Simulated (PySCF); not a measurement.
Molecule: SMILES o1c(C(=O)Cl)ccc1, C$_{5}$H$_{3}$ClO$_{2}$.

Atom-mapped SMILES (the numbers label the heavy atoms): `[O:1]=[C:2]([Cl:3])[c:4]1[cH:5][cH:6][cH:7][o:8]1`. Each H is labelled by its parent atom.

Geometry PBE0-D3(BJ)/def2-SVP throughout; GIAO in PySCF 2.14.0 with density-fitted response routines, gas phase, one conformer, non-relativistic; equivalent atoms averaged; functional PBE0.

A run gave: O8 276.4, C4 142.9, C2 156.5, C5 119.0, C6 112.6, Cl3 387.5, H(C7) 7.69, H(C5) 7.43, H(C6) 6.69 ppm (shifts δ (against H2O, TMS, HCl at the same level)).

Which basis set was used in that run?
A. 6-31G*
B. 6-31G
C. STO-3G
D. 6-311+G(2d,p)

Answers

B. Cl3 tells them apart best: 6-31G gives 387.5, 6-311+G(2d,p) gives 423.4, 6-31G* gives 359.5, STO-3G gives 214.0 ppm.
